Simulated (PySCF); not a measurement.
Series SiXY, Y = H, computed as singlets and as triplets. Gas-phase values, no solvent. One relaxed conformer stands for each flexible species; it need not be the lowest. Strings in code marks are SMILES.

The numbers are results of PBE-D3(BJ)/def2-TZVP // PBE0-D3(BJ)/def2-TZVP run with PySCF, not measurements. 

```json
[
 {"species": "X = fluoro, multiplicity 3 (`[SiH]F` (excited triplet))", "dipole moment (D)": "1.05"},
 {"species": "X = hydroxy, multiplicity 1 (`O[SiH]` (lower singlet; H–O–Si–H torsion 180°))", "dipole moment (D)": "–"},
 {"species": "X = isocyano, multiplicity 1 (`[C-]#[N+][SiH]` (lower singlet))", "dipole moment (D)": "?"},
 {"species": "X = AlH2, multiplicity 3 (`[AlH2][SiH]` (triplet; the order of the spin states depends on the level))", "dipole moment (D)": "–"}
]
```

Q: Some entries are withheld; supply them.

A: 
- X = isocyano, multiplicity 1 (`[C-]#[N+][SiH]` (lower singlet)), dipole moment (D): 2.74
